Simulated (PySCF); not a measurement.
Geometry (Å), atoms numbered from 1 in this order:
```xyz
23

C    -2.9144    0.8625    0.1571
C    -2.4254   -0.4147    0.8224
C    -1.0215   -0.3431    1.4351
C    -0.6279   -1.6775    2.0619
P     0.1774    0.1389    0.1302
O     0.0141   -0.6259   -1.1504
C     1.8514    0.0538    0.8443
C     2.8965    0.5202   -0.1602
H    -2.3357    1.0842   -0.7531
H    -2.8430    1.7314    0.8316
H    -3.9667    0.7633   -0.1475
H    -3.1231   -0.7137    1.6236
H    -2.4267   -1.2317    0.0819
H    -0.9935    0.4568    2.1992
H    -0.5116   -2.4498    1.2851
H    -1.4119   -2.0178    2.7563
H     0.3124   -1.6160    2.6294
H    -0.0111    1.5546    0.0241
H     1.8713    0.6470    1.7749
H     2.0240   -0.9987    1.1215
H     2.8043   -0.0518   -1.0952
H     2.7721    1.5863   -0.4073
H     3.9149    0.3845    0.2326
```

Geometry: PBE0-D3(BJ)/def2-SVP; GIAO shifts from PySCF 2.14, gas phase, non-relativistic, averaged over equivalent atoms.

At PBE0/pcSseg-1 (218 basis functions, 43 s wall time on 1 thread of an Arm Neoverse V2, shared host):
```tsv
atoms	δ (ppm)
C3	37.9
C2	28.1
C7	23.5
C4	15.3
C1	13.8
C8	8.2
P5	2.8
O6	63.1
H18	6.97
H13	1.88
H20	1.57
H21/H22/H23	1.32
H12	1.30
H9/H10/H11	1.18
H15/H16/H17	1.07
H14	0.75
H19	0.75
```

Shifts are taken against calculated references (same method and geometry level): ¹³C (184.41 ppm) and ¹H (31.27 ppm) against TMS; ³¹P (310.13 ppm) vs H3PO4; H2O for ¹⁷O (334.56 ppm).

Question: Predict the values at wB97X-D/pcSseg-1 on the same geometry.

Answer: 
| atoms | δ at wB97X-D/pcSseg-1 | change |
| --- | --- | --- |
| C3 | 37.3 | -0.6 |
| C2 | 27.5 | -0.6 |
| C7 | 23.3 | -0.2 |
| C4 | 15.5 | +0.2 |
| C1 | 14.0 | +0.2 |
| C8 | 8.4 | +0.2 |
| P5 | 2.0 | -0.8 |
| O6 | 57.7 | -5.4 |
| H18 | 6.82 | -0.15 |
| H13 | 1.83 | -0.05 |
| H20 | 1.54 | -0.03 |
| H21/H22/H23 | 1.33 | +0.01 |
| H12 | 1.26 | -0.04 |
| H9/H10/H11 | 1.18 | +0.00 |
| H15/H16/H17 | 1.07 | +0.00 |
| H14 | 0.67 | -0.08 |
| H19 | 0.68 | -0.07 |

Referencing at the same level of theory: TMS for ¹³C (σ = 184.54 ppm), ¹H (σ = 31.38 ppm); ³¹P (σ = 307.18 ppm) against H3PO4; ¹⁷O (σ = 333.19 ppm) vs H2O.

The largest change is at O6 (P=O oxygen). Cost: 218 basis functions, 44 s wall time on 1 thread of an Arm Neoverse V2, shared host. The order of the carbon signals is the same at both levels.

Experimental scales use liquid or dissolved standards, which lie at an offset from isolated H2O (liquid H2O: subtract about 36 ppm) and H3PO4.
